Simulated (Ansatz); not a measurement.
System: CHO2, charge 0, multiplicity 2. It need not be the lowest isomer of its formula. SMILES: [C]([O])O
Structure (B3LYP-D3(BJ)/def2-TZVP (Ansatz, a quantum-chemistry and plane-wave program) minimum search):
```xyz
4

C     -0.3844    -0.1290    -0.0556
O     -0.3996    -0.1022     1.1203
O      0.6420     0.1898    -0.8566
H      0.3676     0.0738    -1.7766
```
Charge 0, spin multiplicity 2.

Wanted: vertical ionisation energy (to the singlet state of charge +1; each state is the SCF solution reached for its spin; for the singlet the Hartree-Fock reference is unstable and T1 is 0.022), in eV. Valence correlation only, unless marked. Open shells are spin-unrestricted. Spin-orbit coupling is left out. No relativistic terms. CBS(X,Y): correlation extrapolated as X^-3; Hartree-Fock from the larger set. The bracket is a focal-point correction in the basis named.

```json
[
 {"level": "HF/aug-cc-pVTZ", "program": "Ansatz", "vertical ionisation energy (eV)": "10.10"},
 {"level": "SVWN5/def2-TZVPD", "program": "Ansatz", "vertical ionisation energy (eV)": "9.77"}
]
```

Question: Predict the RI-MP2/CBS(aug-cc-pVTZ,aug-cc-pVQZ)+[CCSD(T)-MP2]/aug-cc-pVTZ result (Ansatz).

Answer: 9.71 eV
